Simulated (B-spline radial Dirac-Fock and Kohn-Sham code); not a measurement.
Dipole and non-dipole photoemission parameters of Pt⁵⁺ 3p3/2

System: platinum as Pt⁵⁺, configuration 1s2 2s2 2p6 3s2 3p6 3d10 4s2 4p6 4d10 4f14 5s2 5p6 5d5; threshold 2709.9 eV (orbital energy of the model). Method: Dirac-Hartree-Slater photoionisation with a Latter tail; cross sections with all multipoles, angular parameters from the dipole term and its interference with E2. Computed with a radial atomic solver.

Input file task.json (cfg lists n, l and occupation; rrms is the nuclear radius in fm):

```json
{"items": [{
  "Z": 78,
  "q": 5,
  "cfg": [[1, 0, 2], [2, 0, 2], [2, 1, 6], [3, 0, 2], [3, 1, 6], [3, 2, 10], [4, 0, 2], [4, 1, 6], [4, 2, 10], [4, 3, 14], [5, 0, 2], [5, 1, 6], [5, 2, 5]],
  "A": 195,
  "rrms": 5.427,
  "do": "xps",
  "hv": [52.2, 54.1, 60, 67.4, 80, 104.0, 142.0, 165.0, 244.0, 300, 436.0, 566.0, 570.0, 594.0, 799.0, 1000, 1253.6, 1340.0, 1486.9, 2770.0, 3900.0, 4540.0, 5290.0, 6230.0, 8740.0, 9251.7, 9850.0, 12400.0, 13600.0, 15000]
}]}
```

Run with: `python xray2_run.py task.json out`

For linearly polarised light dσ/dΩ = σ/(4π) [1 + β P₂(cos θ) + (δ + γ cos²θ) sin θ cos φ], with θ from the polarisation vector and φ the angle between the beam and the projection of the electron momentum on the plane normal to the polarisation.

```
hν (eV)  σ (kb)      β       γ      δ
   2770     111  0.464   0.004  0.226
   3900    62.5  1.446   0.109  0.020
   4540       ?      ?       ?      ?
   5290    35.0  1.622  -0.061  0.012
   6230    25.0  1.665  -0.015  0.015
   8740    11.8  1.697   0.303  0.025
 9251.7    10.4  1.696   0.379  0.026
   9850    8.96  1.694   0.468  0.028
  12400    5.14  1.674   0.836  0.036
  13600    4.08  1.662   1.001  0.040
  15000    3.18  1.646   1.186  0.045
```

Question: Give the values at 4540 eV.

Answer: σ = 47.2 kb, β = 1.555, γ = -0.021, δ = 0.012.
